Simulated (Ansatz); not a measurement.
C3H7FSi, SMILES FC1C[SiH2]C1.

The structure is a stationary point at ωB97X-D3(BJ)/def2-SVP. The structure was generated by enumeration, and PubChem lists no compound with its InChIKey, so it may never have been made.

Two levels are set side by side: PBE/def2-SVPD (Ansatz, an electronic-structure program) and CAM-B3LYP/def2-SVPD (Ansatz). Energy differences of separate SCF runs at the same geometry; the states with an electron removed or added have multiplicity 2 and 2. Differences are taken from unrounded values.

```csv
quantity,CAM-B3LYP,PBE,PBE minus CAM-B3LYP
vertical ionisation energy (eV),10.76,10.14,-0.62
vertical singlet–triplet gap (eV),7.09,6.53,-0.56
```
